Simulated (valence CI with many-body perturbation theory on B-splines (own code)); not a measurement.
## Questions on Kr30+

Calculated by relativistic CI+MBPT: four valence electrons over a frozen Dirac-Fock core [He], radial functions for each j: 9 s, 9 p, 8 d, 6 f, 3 g, 1 h, with the one-electron correlation potential Σ1, the two-electron term Σ2, the three-electron term Σ3, Breit, model QED; selected CI, second order for the rest, scaled by the run's own slope (own B-spline code, finite nucleus).

No measured spectrum was set against this ion. As an estimate, large intervals hold to a few tenths of a per cent, small ones and those within an open d or f shell to about a per cent. Among the levels kept, up to 830 cm⁻¹ of a level comes from second order outside the variational space, and about a tenth of that is noise between levels of different J, which matters for small intervals.

Levels are named by their leading jj configuration (3d3/2^4 stands for four electrons in 3d with j = 3/2), which in mixed levels can hold well under half, so a name can repeat and another be missing.

Rates and lifetimes use the calculated energies. Strong lines usually hold to 10 to 20 %, long lifetimes can be off by a factor of two.

Task: What is the ground level?

Result: (2s^2 2p1/2^2) J=0, composition 79 % 2s²2p² ³P + 20 % 2s²2p² ¹S.

Task: Among levels below 161.53 Ry, which E1 lines absorb most strongly from the ground level?

Result: to (2s^2 2p1/2 3d3/2) J=1 at 0.5867 nm, f = 1.37; to (2s 2p1/2^2 3p3/2) J=1 at 0.5730 nm, f = 0.388; to (2s 2p1/2^2 2p3/2) J=1 at 6.533 nm, f = 0.113.

Task: What is the ionisation energy?

Result: 3590.4 eV; NIST lists 3584 ± 4 eV (semi-empirical).

Task: Name the longest-lived excited levels whose lifetime is computed, and their main decay.

Result: (2s^2 2p1/2 2p3/2) J=2 at 4.36 Ry lives 255 μs, mostly by M1 to (2s^2 2p1/2 2p3/2) J=1; (2s^2 2p1/2 2p3/2) J=1 at 3.61 Ry lives 1.13 μs, mostly by M1 to (2s^2 2p1/2^2) J=0; (2s^2 2p3/2^2) J=2 at 8.52 Ry lives 495 ns, mostly by M1 to (2s^2 2p1/2 2p3/2) J=1.

Task: Where does the other parity begin?

Result: At (2s 2p1/2^2 2p3/2) J=2, 10.71 Ry.

Task: What are the static dipole polarisabilities of the lowest levels?

Result: (2s^2 2p1/2^2) J=0 0.00295; (2s^2 2p1/2 2p3/2) J=1 0.00338 (tensor 0.00018); (2s^2 2p1/2 2p3/2) J=2 0.00320 (tensor 0.00035) bohr³, of which the core gives 5.19e-06.

Task: How well does LS coupling describe the low levels?

Result: Among the lowest 20 levels the leading LS term, summed over configurations, holds 69 % on average. For single configurations the figures are 68 % in LS and 91 % in jj coupling. Terms mix most in the J = 2 level at 18.81 Ry, where the leading one holds 46 %.
